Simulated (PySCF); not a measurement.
A run for PySCF: R-M06-2X/def2-TZVPP on CH6BP (SMILES CBP), a point of a torsion scan.

```python
from pyscf import gto, dft

mol = gto.M(
    atom='''
    C    -1.11940337    0.16924108   -0.27308913
    B     0.01816165   -0.11116466    0.76711895
    P     1.80273457   -0.36081826    0.15513799
    H    -1.51778742   -0.80656197   -0.56078744
    H    -1.95910593    0.73205085    0.12972899
    H    -0.79012461    0.65056215   -1.19239846
    H    -0.25864038   -0.35891108    1.87908925
    H     2.15873594    0.97491666    0.21501085
    H     2.39698861   -0.62397637    1.38035224
    ''',
    basis='def2-tzvpp',
    charge=0, spin=0, verbose=4, max_memory=1800)
mf = dft.RKS(mol, xc='m062x').density_fit(auxbasis='def2-universal-jkfit')
mf.grids.level = 4
mf.conv_tol = 1e-9
mf.max_cycle = 150
mf.kernel()
mf.dip_moment()
```

Give the final energy of this run.

-407.8739 hartree.
